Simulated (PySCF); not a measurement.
**Polarisability and C₆ of P²⁺ (phosphorus, charge +2)**

[Ne] 3s1 3p2, high-spin 4P determinant (an excited configuration). All numbers are calculated (PySCF 2.14, no relativity, point nucleus, in aug-cc-pV(T+d)Z). Coupled (time-dependent) response in atomic units; α is the mean over directions.

```
method  mean α (bohr³)         α xx, yy, zz  C₆ (like pair)  S(−4)
   UHF           8.142  9.171, 7.628, 7.628           27.52  28.44
   PBE           8.176  8.979, 7.774, 7.774           27.57  29.17
  PBE0           8.130  9.007, 7.691, 7.691           27.37  28.71
revPBE           8.183  9.017, 7.766, 7.766           27.62  29.22
  TPSS           8.116  8.993, 7.678, 7.678           27.53  28.25
```

S(−4) is the Cauchy moment in α(ω) = α(0) + S(−4) ω² + …

α(iu) at TPSS:

```json
{"u (hartree)": "0", "α(iu) (bohr³)": "8.116"}
{"u (hartree)": "0.0500", "α(iu) (bohr³)": "8.046"}
{"u (hartree)": "0.100", "α(iu) (bohr³)": "7.844"}
{"u (hartree)": "0.200", "α(iu) (bohr³)": "7.132"}
{"u (hartree)": "0.300", "α(iu) (bohr³)": "6.207"}
{"u (hartree)": "0.500", "α(iu) (bohr³)": "4.420"}
{"u (hartree)": "0.750", "α(iu) (bohr³)": "2.874"}
{"u (hartree)": "1.00", "α(iu) (bohr³)": "1.963"}
{"u (hartree)": "1.50", "α(iu) (bohr³)": "1.075"}
{"u (hartree)": "2.00", "α(iu) (bohr³)": "0.6895"}
{"u (hartree)": "3.00", "α(iu) (bohr³)": "0.3736"}
{"u (hartree)": "5.00", "α(iu) (bohr³)": "0.1802"}
```

A single London oscillator, α(iu) = α/(1 + u²/ω²), gives C₆ = (3/4) ω α². Matching the computed C₆ needs ω = 4 × 27.53 / (3 × 8.116²) = 0.557 hartree.

For an ion, C₆ is the dispersion term alone; charge-induced terms of lower order in 1/R come first.

The components differ because the open shell of this determinant is not spherical; for a pure term their mean is the scalar polarisability.
